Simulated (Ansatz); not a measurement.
Gas-phase electronic energies from Ansatz, PBE0-D4/def2-TZVP geometries. CCSD(T)/CBS adds triple-zeta CCSD(T) − MP2 to the extrapolated MP2 energy (def2 sets, frozen cores). This one scheme is used for every species. Functionals use def2-TZVPP. One conformer a species, not always the lowest.

Consider the silylene formation by 1,1-elimination: `CC(F)(F)[SiH2]F` → `CC(F)F` + `F[SiH]`.

```json
{"level": "PBE0-D4", "ΔE (kJ/mol)": "178.0"}
{"level": "HF/def2-TZVPP", "ΔE (kJ/mol)": "150.6"}
{"level": "HF/def2-QZVPP", "ΔE (kJ/mol)": "150.2"}
{"level": "MP2/CBS(def2)", "ΔE (kJ/mol)": "185.4"}
```

Task: What does CCSD(T)/CBS give? (Estimate.)

Result: The calculation gave: +170.3 kJ/mol. The listed levels differ from it by 7.7, -19.7, -20.1, 15.1 kJ/mol.

Largest T1 diagnostic among the species: 0.015.

From PBE to PBE0 (25 % exact exchange), in def2-TZVPP and without D4, ΔE moves by +9.0 kJ/mol. The D4 term adds +14.8 kJ/mol with B3LYP and +8.0 kJ/mol with PBE0; it sums over pairs of atoms, weighted by their polarisabilities, and B3LYP, whose exchange is more repulsive, gets the larger term.

B3LYP here is the variant with VWN-RPA as its local correlation; programs differ in this.
